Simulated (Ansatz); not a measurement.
`[CH3][W](=[S])(=[S])[Cl]` + `C[Si]Cl` → `[S]=[W](=[S])([Cl])[Cl]` + `C[Si]C` at 400 K and 1 bar (redistribution).

Gas-phase electronic energies from Ansatz, PBE0-D4/def2-TZVP geometries. CBS: MP2 limit from def2 TZ/QZ plus the TZ coupled-cluster correction, frozen cores. def2 core potentials past Kr. For W outer-core shells are correlated without core-valence functions, which leaves a few kJ/mol of doubt a bond.

```
                   species  CCSD(T)/CBS energy (Eh)  H − E (kJ/mol)  S (J/(mol·K))
`[CH3][W](=[S])(=[S])[Cl]`              -1362.29591           140.4          413.5
                 `C[Si]Cl`               -788.72093           118.9          318.8
 `[S]=[W](=[S])([Cl])[Cl]`              -1782.26494            47.0          395.3
                  `C[Si]C`               -368.74530           212.5          323.0
```

H − E and S are ideal-gas, rigid-rotor, harmonic terms from PBE0-D4/def2-TZVP, for one conformer and one mirror image of each species. 1 Eh = 2625.50 kJ/mol, R = 8.31446 J/(mol·K).

**Question.** By hand: ΔE, ΔH, ΔS and ΔG.

**Answer.** ΔE = (-1782.26494) + (-368.74530) − (-1362.29591) − (-788.72093) = 0.00660 Eh = 17.3 kJ/mol. Δ(H − E) = 47.0 + 212.5 − 140.4 − 118.9 = 0.2, so ΔH = 17.5 kJ/mol. ΔS = 395.3 + 323.0 − 413.5 − 318.8 = -14.0 J/(mol·K). ΔG = 17.5 − 400 × (-14.0)/1000 = 23.1 kJ/mol.

**Question.** By hand: the equilibrium constant, and the temperature at which ΔG would vanish if ΔH and ΔS stayed fixed.

**Answer.** log₁₀ K = −ΔG/(RT ln 10) = -3.0. ΔH and −TΔS have one sign here, so there is no such temperature.

The number of gas molecules stays the same, so ΔS is small and ΔH decides. A doubt of 5 kJ/mol in ΔE shifts log₁₀ K by 0.7 here. Other conformers and mirror images would add mixing entropy, several J/(mol·K) or more a flexible species. These are equilibria of isolated gas molecules and say nothing of rates. Largest T1 diagnostic: 0.022 (customary marks: 0.02 for closed shells, 0.045 for open ones).
